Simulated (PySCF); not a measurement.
C2Cl3 (SMILES Cl[C]=C(Cl)Cl), doublet, at a GFN2-xTB geometry. Base run: PySCF with M062X/STO-3G.

Input for PySCF:
```python
from pyscf import gto, scf, dft

mol = gto.Mole()
mol.atom = '''
    Cl    2.35678761   -0.31883422    0.01950333
    C     0.77529472   -0.67694562    0.18027512
    C    -0.39193325   -0.13280407    0.05323237
    Cl   -0.62979944    1.56052421   -0.45358792
    Cl   -1.86229222   -0.95589598    0.35167018
'''
mol.basis = 'sto-3g'
mol.spin = 1
mol.verbose = 4
mol.build()

mf = dft.UKS(mol)
mf.xc = 'm062x'
mf.kernel()
mf.analyze()
```

Each row names what was changed in the base input (with any setting that the change needs).

```csv
change,ΔE vs base (mEh),fitting functions,dipole (D)
base,0.000,-,1.31
auxbasis = def2-tzvp-ri,-38.196,491,1.31
auxbasis = autoaux,1.092,453,1.30
auxbasis = cc-pvqz-jkfit,-0.205,656,1.31
auxbasis = even-tempered beta=2.0,0.894,346,1.30
auxbasis = cc-pvdz-jkfit,0.026,476,1.31
auxbasis = cc-pvtz-jkfit,-0.200,521,1.31
auxbasis = default (with mf = mf.density_fit()),-1.894,534,1.31
auxbasis = even-tempered beta=1.6,1.125,482,1.30
auxbasis = def2-universal-jfit,3311.7,251,1.26
```

A fitting set is made for a task (jfit for Coulomb, jkfit for Coulomb and exchange, ri for correlation) and for a family of orbital bases.

Open shells are given as the SCF converged; they aren't shown to be the lowest states, and a large step between rows can be another state.
